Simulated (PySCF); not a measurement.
GeH₂, SMILES [GeH2] (connectivity only; charge and spin as stated), neutral, multiplicity 1. The structure is a stationary point at PBE0-D3(BJ)/def2-TZVPD. The isomer is the one that the SMILES or the coordinates give; other isomers of the formula were not compared.

PySCF 2.14.0 with TDA-B3LYP/def2-TZVPD puts the lowest singlet excitations at 2.57, 4.05, 6.12, 6.96, 7.54, 7.95 eV.

Q: What are the lowest excitation roots from ADC(3)/aug-cc-pVDZ (PySCF 2.14.0)? (The exact figures need the calculation; the answer reports its results.)

A: 2.32, 4.09, 4.81, 6.03, 6.58, 6.94 eV. S1 differs by -0.25 eV (second minus first; roots are paired by order, and the bases may differ).
